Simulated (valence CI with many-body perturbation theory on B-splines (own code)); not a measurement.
# Rb5+: input, log and results

Method: valence CI with perturbative core correlation (CI+MBPT): four valence electrons over a frozen Dirac-Fock core [Ar] 3d10, radial functions for each j: 6 s, 6 p, 5 d, 3 f, 1 g, with the one-electron correlation potential Σ1 (screened to all orders), the two-electron term Σ2, the three-electron term Σ3, Breit; selected single and double excitations, second order for the rest, scaled by the run's own slope (own B-spline code, finite nucleus).

Command, and the settings that its task file holds:

```sh
python run_cv.py task.json out
```

```
atom Rb  Z=37  mass_number=85  rms_radius_fm=4.2036
core [Ar] 3d10
valence 4s2 4p2
avg = 1
basis = S
breit = 1
cap = 10000
capref = 1200
cscale = 1
de = 0.0
dress = 0
eps = 2e-08
extrap = 1
h = 0.27
hh = 1
l2 = 3
lcore = 5
maxit = 60
n2 = 5
natural = 1
nlev = 20
nno = [3, 3, 3, 2, 1]
nroot = 26
nsp = [3, 3, 2, 1, 0]
pt2 = 1
qed = 0
rpa = 1
s1 = 1
s2 = 1
s3 = 1
screen = 1
tol = 2e-05
whole = 1
```

It took 33 s on 1 thread of Arm Neoverse V1 (shared host).

Log. The first blocks belong to the next ion, which gives the ionisation energy. Fields: 2J, parity (1 odd), roots, reference size, generating configurations, candidates as configurations/state functions, variational space P, stored matrix elements, Davidson steps; e2 is the range of second-order energies in hartree. The first line gives the box (bohr), its intervals, the orbitals and the steps of their self-consistent field. Window is the range of levels sought, series limit the energy at which the first omitted orbital would enter, core excitation an estimate of the first excitation out of the core, left out the lowest levels not solved, and shifts from estimates the range by which levels moved from their first estimate, all in cm⁻¹.

```
rmax 14.5 intervals 64 orbitals 36 references ['4s2 4p2', '4s 4p3', '4s2 4p 4d'] scf 7 t 1.6
2J=1 par=1 roots 2 ref 37 generators 13 cand 654/950 P 684/987 nnz 0 it 0
2J=1 par=1 roots 2 ref 37 generators 34 cand 971/1450 P 1655/2437 nnz 0 it 8
   second order: generators 61 cand 1486/2168 e2 -0.00001 -0.00001
reference levels 455, estimated 56, window 252505 1/cm; series limit 508466, core excitation 879538
2J=0 par=0 roots 3 ref 23 generators 14 cand 656/1165 P 2408/3841 nnz 1.1e+06 it 4
2J=0 par=0 roots 3 ref 23 generators 42 cand 1669/3203 P 4077/7044 nnz 2.7e+06 it 7
   second order: generators 89 cand 11499/22802 e2 -0.00006 -0.00003
2J=2 par=0 roots 2 ref 45 generators 10 cand 335/1009 P 1180/3537 nnz 1.5e+06 it 6
2J=2 par=0 roots 2 ref 45 generators 30 cand 1547/6424 P 2727/9961 nnz 8.4e+06 it 10
   second order: generators 70 cand 12333/59953 e2 -0.00010 -0.00006
2J=4 par=0 roots 3 ref 55 generators 15 cand 311/1002 P 1082/3552 nnz 1.7e+06 it 6
2J=4 par=0 roots 3 ref 55 generators 37 cand 1279/6456 P 2361/10008 nnz 9.6e+06 it 9
   second order: generators 97 cand 14072/95135 e2 -0.00022 -0.00010
2J=4 par=1 roots 9 ref 72 generators 36 cand 227/1024 P 1051/3615 nnz 1.5e+06 it 8
2J=4 par=1 roots 9 ref 72 generators 85 cand 1359/6251 P 2410/9866 nnz 8.6e+06 it 10
   second order: generators 180 cand 18586/114974 e2 -0.00067 -0.00009
2J=2 par=1 roots 7 ref 62 generators 30 cand 289/1021 P 1257/3582 nnz 1.4e+06 it 9
2J=2 par=1 roots 7 ref 62 generators 78 cand 1659/6391 P 2916/9973 nnz 8e+06 it 10
   second order: generators 175 cand 17652/88167 e2 -0.00036 -0.00008
2J=6 par=1 roots 4 ref 59 generators 20 cand 156/976 P 955/3535 nnz 1.6e+06 it 9
2J=6 par=1 roots 4 ref 59 generators 52 cand 1344/6464 P 2299/9999 nnz 9.7e+06 it 9
   second order: generators 120 cand 15023/107279 e2 -0.00049 -0.00014
2J=0 par=1 roots 3 ref 24 generators 22 cand 668/1063 P 2415/3689 nnz 1.1e+06 it 4
2J=0 par=1 roots 3 ref 24 generators 51 cand 2688/4586 P 5103/8275 nnz 3.5e+06 it 6
   second order: generators 115 cand 12861/25150 e2 -0.00005 -0.00003
2J=8 par=1 roots 1 ref 36 generators 9 cand 340/1533 P 1180/5022 nnz 3.2e+06 it 5
2J=8 par=1 roots 1 ref 36 generators 22 cand 1242/5019 P 2422/10041 nnz 9e+06 it 6
   second order: generators 40 cand 9830/66565 e2 -0.00016 -0.00016
left out: unestimated 361530, estimated 304489, shifts from estimates -21 to 48
operators 2.2
```

The Davidson iterations converged.

Against 13 measured levels this calculation errs by 191 cm⁻¹ on average and by 651 at most. These come from a selection out of Sansonetti, J. Phys. Chem. Ref. Data 35, 301 (2006). Levels without a partner in it may be off by more.

| Item | Value |
| --- | --- |
| Valence energy | -17.13274 hartree |
| Ionisation energy | 83.692 eV (NIST: 82.9 ± 2 eV (theoretical)) |
| Reference configurations for the orbitals | 4s2 4p2, 4s 4p3, 4s2 4p 4d |
| Radial orbitals | 36 |
| Box radius | 14.52 bohr |
| Largest variational space | 10041 |
| Lowest levels | 4s2.4p2 3P_0 0.000, 4s2.4p2 3P_1 0.633, 4s2.4p2 3P_2 1.224, 4s2.4p2 1D_2 2.956, 4s2.4p2 1S_0 5.632, 4s.4p3 5S°_2 14.009, 4s.4p3 3D°_1 18.425, 4s.4p3 3D°_2 18.442, 4s.4p3 3D°_3 18.659, 4s.4p3 3P°_0 20.969, 4s.4p3 3P°_1 21.036, 4s.4p3 3P°_2 21.114, 4s.4p3 1D°_2 23.328, 4s.4p3 3S°_1 25.973 eV |

Names give the largest LS component (configuration and term), which can be under half, so a name can repeat, a term be missing and a line seem to break the LS rules; names also repeat where a configuration has a term twice.
